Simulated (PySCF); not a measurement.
C8H5N5, SMILES N1C=NC2N3C(=NC=CC3=1)N=CC=2.

The structure is a stationary point at PBE-D3(BJ)/def2-SVP.

The numbers are results of PySCF with PBE/def2-SVP, not measurements.

Symmetry labels are those of the subgroup C2v that the program uses (full group C2v).

Computed valence orbital energies around the gap with their symmetry:
```json
[
 {"orbital": "HOMO−7", "symmetry": "B1", "energy (eV)": "-8.91"},
 {"orbital": "HOMO−6", "symmetry": "A2", "energy (eV)": "-8.34"},
 {"orbital": "HOMO−5", "symmetry": "A1", "energy (eV)": "-7.69"},
 {"orbital": "HOMO−4", "symmetry": "B1", "energy (eV)": "-7.58"},
 {"orbital": "HOMO−3", "symmetry": "B2", "energy (eV)": "-6.82"},
 {"orbital": "HOMO−2", "symmetry": "A1", "energy (eV)": "-6.39"},
 {"orbital": "HOMO−1", "symmetry": "B2", "energy (eV)": "-6.18"},
 {"orbital": "HOMO", "symmetry": "A2", "energy (eV)": "-5.41"},
 {"orbital": "LUMO", "symmetry": "B1", "energy (eV)": "-3.44"},
 {"orbital": "LUMO+1", "symmetry": "A2", "energy (eV)": "-2.45"},
 {"orbital": "LUMO+2", "symmetry": "B1", "energy (eV)": "-2.21"},
 {"orbital": "LUMO+3", "symmetry": "B1", "energy (eV)": "0.37"}
]
```
